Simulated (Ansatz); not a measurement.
`C=C[SiH2][SiH2]O` + `[SiH3]CS` → `C=CSC[SiH3]` + `O[SiH2][SiH3]`  (substitution at a C–Si bond)

Isolated molecules relaxed with PBE0-D4/def2-TZVP in Ansatz; ΔE leaves out vibrations. CCSD(T)/CBS is the MP2 limit (def2-TZVPP, def2-QZVPP) plus CCSD(T) − MP2 in def2-TZVPP, frozen cores. DFT in def2-TZVPP. Each species was taken in one conformer, which may not be the lowest.

| level | ΔE (kJ/mol) |
| --- | --- |
| r2SCAN-D4 | 22.3 |
| HF/def2-TZVPP | 39.3 |
| MP2/def2-TZVPP | 28.8 |
| MP2/CBS(def2) | 28.5 |

(1) What does CCSD(T)/CBS give? (An estimate is asked.)

Largest T1 diagnostic among the species: 0.012.

## Answers

(1) Ansatz gave: +31.0 kJ/mol. The listed levels differ from it by -8.7, 8.3, -2.2, -2.5 kJ/mol.

From PBE to PBE0 (25 % exact exchange), in def2-TZVPP and without D4, ΔE moves by +5.1 kJ/mol. In def2-TZVPP, CCSD(T) changes the Hartree–Fock value by −8.0 kJ/mol (the triples alone add −2.9 kJ/mol) and MP2 by −10.5 kJ/mol.
